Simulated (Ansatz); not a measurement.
FH$_{4}$N$_{2}$Y (`[NH2][Y]([NH2])[F]`). Total charge 0; spin multiplicity 1. Y: def2 effective core potential. Geometry: relaxed with PBE0-D4/def2-TZVP. It is one conformer, not always the lowest.

```xyz
8

N     0.907   -0.273    1.620
Y    -0.547    0.441    0.214
N    -0.357   -0.167   -1.835
F    -2.051    1.642    0.801
H     0.950   -0.079    2.614
H     1.695   -0.879    1.420
H    -0.960    0.082   -2.611
H     0.362   -0.767   -2.223
```

Q: What is the dipole moment at ωB97M-V/def2-TZVPP? (An estimate is asked.)

A: Computed: 2.05 D, with components (1.53, -1.22, -0.60) D in this frame, pointing from negative to positive charge.

Q: And with PBE, r2SCAN, B3LYP? (Estimate.)

A: Ansatz gave: PBE 2.09 D, r2SCAN 2.08 D, B3LYP 2.12 D.

Q: Give the Mulliken charges with ωB97M-V, r2SCAN, PBE in def2-TZVPP. (An estimate is asked.)

A: Ansatz gave: 
```tsv
atom	ωB97M-V	r2SCAN	PBE
N1	-0.46	-0.57	-0.50
Y2	1.08	1.16	0.99
N3	-0.46	-0.57	-0.50
F4	-0.49	-0.51	-0.45
H5	0.08	0.12	0.12
H6	0.08	0.12	0.11
H7	0.08	0.12	0.12
H8	0.08	0.12	0.11
```

B3LYP here is the variant with VWN-RPA as its local correlation; programs differ in this.
